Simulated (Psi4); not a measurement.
A dimer, CH2O2 ··· H4OSi (SMILES O=CO and O[SiH3]); the first 5 atoms form monomer A.

```
11

O      0.7760    -0.5541    -0.2000
C     -0.4218     0.0250    -0.0111
O     -0.5954     1.1145     0.4528
H      1.4569     0.0684     0.1058
H     -1.2156    -0.6538    -0.3475
Si     3.2655     2.7486     0.5810
O      2.0795     1.6126     0.7650
H      3.0348     3.5909    -0.6189
H      4.5255     1.9951     0.4300
H      3.3523     3.6448     1.7608
H      1.1734     1.9079     0.8790
```

What interaction energy does SAPT0/jun-cc-pVDZ, frozen core (Psi4) give, and which attractive term is the largest?

Total -10.93 kcal/mol: electrostatics -20.73, exchange 20.43, induction -6.63, dispersion -4.00. The most attractive term is electrostatics.
